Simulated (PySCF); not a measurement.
PySCF input file for C3H4O2Si, SMILES O=C1CC(=O)[SiH2]1, B3LYP-D3(BJ)/def2-SVP. Geometry: B3LYP-D3(BJ)/def2-SVP. The structure was generated by enumeration, and PubChem lists no compound with its InChIKey, so it may never have been made.

```python
import numpy as np
from pyscf import gto, scf, dft, df
from pyscf.hessian import thermo

mol = gto.M(
    atom='''
    O    -2.35281880    0.00000000    0.51008864
    C    -1.17826141    0.00000000    0.26698974
    C     0.00000000   -0.00000000    1.26704712
    C     1.17826141   -0.00000000    0.26698974
    O     2.35281879    0.00000000    0.51008864
    Si   -0.00000000    0.00000000   -1.32007196
    H     0.00000000   -0.88958558    1.92419143
    H     0.00000001    0.88958558    1.92419144
    H    -0.00000000    1.22646364   -2.16747666
    H     0.00000000   -1.22646364   -2.16747666
    ''',
    basis='def2-SVP',
    charge=0,
    spin=0,
    max_memory=1600,
    verbose=3,
)
mf = dft.RKS(mol, xc='b3lyp').density_fit(auxbasis='def2-universal-jkfit')
mf.disp = 'd3bj'
mf.grids.level = 3
mf.conv_tol = 1e-11
mf.max_cycle = 100
mf.kernel()

# [left out here: the lines that compute and print the analytic Hessian (its translational invariance restored by hand, since the grid's response is missing), thermochemistry and intensities]
```

Program output:

```
converged SCF energy = -556.34662947583

WARN: DFTD3 does not support analytical Hessian, using finite difference


WARN: Mole.unit (angstrom) is changed to Bohr

Mode                                 0                   1                   2
Irrep
Freq [cm^-1]                       61.8554            252.4859            317.5321
Reduced mass [au]                   3.2477              1.2740             11.6870
Force const [Dyne/A]                0.0073              0.0478              0.6943
Char temp [K]                      88.9961            363.2710            456.8580
Normal mode                   x     y     z       x     y     z       x     y     z
       0   O                -0.00 -0.12  0.00    0.00  0.04  0.00    0.03  0.00  0.14
       1   C                -0.00  0.01  0.00    0.00 -0.06 -0.00   -0.00 -0.00 -0.01
       2   C                 0.00  0.15 -0.00   -0.00  0.04  0.00   -0.00 -0.00 -0.07
       3   C                 0.00  0.01 -0.00   -0.00 -0.06 -0.00    0.00 -0.00 -0.01
       4   O                 0.00 -0.12  0.00   -0.00  0.04 -0.00   -0.03  0.00  0.14
       5  Si                -0.00  0.04 -0.00    0.00 -0.04 -0.00    0.00 -0.00 -0.10
       6   H                 0.00  0.29  0.18    0.00  0.04 -0.00   -0.00  0.00 -0.07
       7   H                -0.00  0.29 -0.18   -0.00  0.04  0.00   -0.00 -0.00 -0.07
       8   H                -0.00  0.08  0.07   -0.00  0.33  0.53    0.00 -0.00 -0.10
       9   H                 0.00  0.08 -0.07    0.00  0.33 -0.53    0.00  0.00 -0.10
Mode                                 3                   4                   5
Irrep
Freq [cm^-1]                      331.1796            356.1912            393.7915
Reduced mass [au]                   2.1463              4.6035              1.6188
Force const [Dyne/A]                0.1387              0.3441              0.1479
Char temp [K]                     476.4937            512.4799            566.5783
Normal mode                   x     y     z       x     y     z       x     y     z
       0   O                 0.00  0.07  0.00   -0.04 -0.00  0.10    0.00 -0.05 -0.00
       1   C                 0.00 -0.13 -0.00   -0.06  0.00  0.01    0.00  0.09 -0.00
       2   C                -0.00 -0.00 -0.00   -0.05  0.00  0.00    0.00  0.08  0.00
       3   C                 0.00  0.13 -0.00   -0.06  0.00 -0.01    0.00  0.09  0.00
       4   O                -0.00 -0.07  0.00   -0.04 -0.00 -0.10   -0.00 -0.05  0.00
       5  Si                -0.00  0.00  0.00    0.11 -0.00  0.00   -0.00 -0.04 -0.00
       6   H                 0.14 -0.00 -0.00   -0.07 -0.00  0.00   -0.00 -0.27 -0.46
       7   H                -0.14 -0.00  0.00   -0.07  0.00  0.00    0.00 -0.27  0.46
       8   H                -0.44 -0.00 -0.00    0.28 -0.00  0.00   -0.00  0.04  0.11
       9   H                 0.44 -0.00  0.00    0.28 -0.00  0.00    0.00  0.04 -0.11
Mode                                 6                   7                   8
Irrep
Freq [cm^-1]                      526.8140            589.5820            601.2140
Reduced mass [au]                   9.7870              8.5491              1.3407
Force const [Dyne/A]                1.6004              1.7509              0.2855
Char temp [K]                     757.9680            848.2773            865.0130
Normal mode                   x     y     z       x     y     z       x     y     z
       0   O                -0.09 -0.00  0.03    0.10  0.00  0.01   -0.00  0.03 -0.00
       1   C                -0.10  0.00 -0.05    0.07 -0.00 -0.07   -0.00 -0.10  0.00
       2   C                 0.00  0.00 -0.13   -0.00 -0.00 -0.11    0.00  0.00  0.00
       3   C                 0.10  0.00 -0.05   -0.07  0.00 -0.07    0.00  0.10  0.00
       4   O                 0.09 -0.00  0.03   -0.10 -0.00  0.01    0.00 -0.03 -0.00
       5  Si                -0.00 -0.00  0.07    0.00  0.00  0.09    0.00 -0.00 -0.00
       6   H                 0.00  0.01 -0.12    0.00 -0.00 -0.11    0.29 -0.00 -0.00
       7   H                 0.00 -0.01 -0.12    0.00  0.00 -0.11   -0.29 -0.00  0.00
       8   H                -0.00 -0.01  0.06    0.00  0.02  0.12    0.53 -0.00 -0.00
       9   H                -0.00  0.01  0.06    0.00 -0.02  0.12   -0.53 -0.00  0.00
Mode                                 9                  10                  11
Irrep
Freq [cm^-1]                      619.8939            707.5319            836.8627
Reduced mass [au]                   2.5236              1.4451              3.1900
Force const [Dyne/A]                0.5714              0.4262              1.3163
Char temp [K]                     891.8893           1017.9809           1204.0591
Normal mode                   x     y     z       x     y     z       x     y     z
       0   O                 0.06  0.00  0.05   -0.05 -0.00 -0.00   -0.00 -0.02  0.00
       1   C                 0.03 -0.00 -0.11   -0.03  0.00  0.01   -0.00  0.14 -0.00
       2   C                -0.12  0.00 -0.00    0.04  0.00  0.00    0.00 -0.14 -0.00
       3   C                 0.03 -0.00  0.11   -0.03  0.00 -0.01   -0.00  0.14  0.00
       4   O                 0.06  0.00 -0.05   -0.05 -0.00  0.00    0.00 -0.02 -0.00
       5  Si                 0.01  0.00  0.00    0.08 -0.00 -0.00   -0.00 -0.04 -0.00
       6   H                -0.31  0.00 -0.00    0.20 -0.00  0.00    0.00  0.08  0.29
       7   H                -0.31  0.00 -0.00    0.20  0.00  0.00   -0.00  0.08 -0.29
       8   H                -0.28 -0.00  0.00   -0.55  0.00  0.00   -0.00  0.08  0.17
       9   H                -0.28  0.00  0.00   -0.55 -0.00  0.00    0.00  0.08 -0.17
Mode                                12                  13                  14
Irrep
Freq [cm^-1]                      879.8080            910.9261           1009.7241
Reduced mass [au]                   5.1530              1.0805              1.2013
Force const [Dyne/A]                2.3501              0.5282              0.7216
Char temp [K]                    1265.8478           1310.6199           1452.7681
Normal mode                   x     y     z       x     y     z       x     y     z
       0   O                 0.01 -0.00 -0.02    0.01 -0.00 -0.01   -0.00 -0.01 -0.00
       1   C                 0.05  0.00  0.16    0.01  0.00  0.02    0.00  0.08  0.00
       2   C                -0.13 -0.00  0.00    0.00 -0.00 -0.02   -0.00  0.00 -0.00
       3   C                 0.05  0.00 -0.16   -0.01  0.00  0.02   -0.00 -0.08  0.00
       4   O                 0.01 -0.00  0.02   -0.01 -0.00 -0.01    0.00  0.01 -0.00
       5  Si                 0.02 -0.00  0.00   -0.00 -0.00  0.04    0.00  0.00 -0.00
       6   H                -0.23  0.00  0.00    0.00 -0.00 -0.03    0.62 -0.00 -0.00
       7   H                -0.23 -0.00 -0.00    0.00  0.00 -0.03   -0.62 -0.00  0.00
       8   H                -0.10 -0.00 -0.00    0.00 -0.39 -0.55   -0.14 -0.00 -0.00
       9   H                -0.10  0.00 -0.00    0.00  0.39 -0.55    0.14 -0.00  0.00
Mode                                15                  16                  17
Irrep
Freq [cm^-1]                     1061.6676           1175.0891           1336.2585
Reduced mass [au]                   7.3911              1.6551              1.0832
Force const [Dyne/A]                4.9084              1.3465              1.1396
Char temp [K]                    1527.5033           1690.6916           1922.5785
Normal mode                   x     y     z       x     y     z       x     y     z
       0   O                 0.01 -0.00  0.03    0.03  0.00  0.00    0.00  0.00  0.00
       1   C                -0.03  0.00 -0.15    0.01 -0.00 -0.01    0.00 -0.00 -0.01
       2   C                -0.00 -0.00  0.17   -0.18  0.00 -0.00    0.00  0.00 -0.08
       3   C                 0.03 -0.00 -0.15    0.01 -0.00  0.01   -0.00 -0.00 -0.01
       4   O                -0.01  0.00  0.03    0.03  0.00 -0.00   -0.00  0.00  0.00
       5  Si                -0.00 -0.00  0.01   -0.01 -0.00 -0.00    0.00 -0.00  0.00
       6   H                 0.00 -0.02  0.15    0.53  0.00 -0.00   -0.00  0.43  0.53
       7   H                 0.00  0.02  0.15    0.53 -0.00 -0.00   -0.00 -0.43  0.53
       8   H                 0.00 -0.06 -0.06    0.04  0.00  0.00    0.00 -0.01 -0.01
       9   H                 0.00  0.06 -0.06    0.04 -0.00  0.00    0.00  0.01 -0.01
Mode                                18                  19                  20
Irrep
Freq [cm^-1]                     1830.6880           1886.9839           2212.6053
Reduced mass [au]                  12.8890             12.7119              1.0325
Force const [Dyne/A]               25.4506             26.6685              2.9783
Char temp [K]                    2633.9524           2714.9497           3183.4464
Normal mode                   x     y     z       x     y     z       x     y     z
       0   O                 0.11  0.00 -0.02   -0.10  0.00  0.02   -0.00 -0.00  0.00
       1   C                -0.15 -0.00  0.03    0.16 -0.00 -0.03    0.01  0.00 -0.00
       2   C                 0.01 -0.00  0.00   -0.00  0.00  0.00   -0.00 -0.00  0.00
       3   C                -0.15  0.00 -0.03   -0.16  0.00 -0.03   -0.01  0.00 -0.00
       4   O                 0.11 -0.00  0.02    0.10 -0.00  0.02    0.00 -0.00  0.00
       5  Si                 0.00  0.00 -0.00   -0.00 -0.00 -0.00    0.00  0.00  0.03
       6   H                -0.02 -0.00  0.00    0.00  0.00  0.00   -0.00  0.00  0.00
       7   H                -0.02  0.00  0.00    0.00 -0.00  0.00   -0.00 -0.00  0.00
       8   H                -0.03 -0.00  0.00    0.00 -0.04  0.01   -0.00  0.58 -0.38
       9   H                -0.03  0.00  0.00    0.00  0.04  0.01   -0.00 -0.58 -0.38
Mode                                21                  22                  23
Irrep
Freq [cm^-1]                     2231.8652           3023.8416           3080.0627
Reduced mass [au]                   1.0541              1.0605              1.1039
Force const [Dyne/A]                3.0938              5.7132              6.1700
Char temp [K]                    3211.1571           4350.6347           4431.5245
Normal mode                   x     y     z       x     y     z       x     y     z
       0   O                -0.00  0.00  0.00    0.00 -0.00 -0.00    0.00 -0.00 -0.00
       1   C                 0.00 -0.00 -0.00    0.00 -0.00  0.00    0.00  0.00  0.00
       2   C                 0.00 -0.00  0.00   -0.00 -0.00 -0.07    0.00  0.09 -0.00
       3   C                -0.00 -0.00 -0.00   -0.00 -0.00  0.00   -0.00  0.00  0.00
       4   O                 0.00  0.00  0.00   -0.00 -0.00 -0.00   -0.00 -0.00 -0.00
       5  Si                -0.00 -0.04  0.00   -0.00  0.00  0.00    0.00  0.00  0.00
       6   H                 0.00  0.00 -0.00    0.00 -0.56  0.39    0.00 -0.53  0.40
       7   H                -0.00  0.00  0.00    0.00  0.56  0.39   -0.00 -0.53 -0.40
       8   H                 0.00  0.56 -0.39    0.00  0.00 -0.00   -0.00  0.00 -0.00
       9   H                -0.00  0.56  0.39    0.00 -0.00 -0.00    0.00  0.00  0.00
temperature 298.1500 [K]
pressure 101325.00 [Pa]
Rotational constants [GHz] 5.06276 2.34939 1.65331
Symmetry number 2
Zero-point energy (ZPE) 0.05977 [Eh]   156916.883 [J/mol]
                           tot       elec      trans        rot        vib
Entropy [J/mol/K]       331.694      0.000    166.199    108.015     57.480
Cv [J/mol/K]             99.418      0.000     12.472     12.472     74.474
Cp [J/mol/K]            107.732      0.000     20.786     12.472     74.474
Internal energy [J/mol]                      3718.434   3718.434 166912.993
Internal energy [Eh]   -556.28022  -556.34663
Enthalpy [J/mol]                             6197.391   3718.434 166912.993
Enthalpy [Eh]          -556.27928
Gibbs free energy [J/mol]                  -43354.698 -28486.326 149775.187
Gibbs free energy [Eh] -556.31695
static polarisability / bohr^3: [[62.527  0.    -0.   ]
 [ 0.    43.466 -0.   ]
 [ 0.     0.    72.302]]
largest difference of analytic and finite-field dipole derivatives / e: 0.004938458558109593
mode   freq/cm-1   IR/(km/mol)   Raman/(A^4/amu)   depolarisation
   1       61.86        11.441             0.074            0.750
   2      252.49        17.020             2.758            0.750
   3      317.53         5.582             5.233            0.258
   4      331.18         0.000            11.736            0.750
   5      356.19         0.034            17.184            0.750
   6      393.79         1.788             0.780            0.750
   7      526.81         0.316             5.590            0.725
   8      589.58         3.687            33.924            0.107
   9      601.21         0.000             3.722            0.750
  10      619.89        13.847             0.497            0.750
  11      707.53       109.636             5.938            0.750
  12      836.86         8.165             0.920            0.750
  13      879.81        12.974             8.735            0.750
  14      910.93       115.158            10.324            0.749
  15     1009.72         0.000             8.809            0.750
  16     1061.67        85.824             2.542            0.736
  17     1175.09         1.511             1.162            0.750
  18     1336.26        24.962            16.996            0.628
  19     1830.69       408.024             0.005            0.747
  20     1886.98        64.669            49.009            0.582
  21     2212.61        56.301           232.350            0.089
  22     2231.87        83.205           119.639            0.750
  23     3023.84         1.834           165.766            0.083
  24     3080.06         0.002            84.575            0.750
max |gradient| / (hartree/bohr): 3.175272174272508e-05
APT charges: [-0.6456  0.6123 -0.2894  0.6123 -0.6456  0.7251  0.0433  0.0433 -0.2277
 -0.2277]
```

The calculation finished and met its thresholds.

Cost: roughly 7 core-minutes.
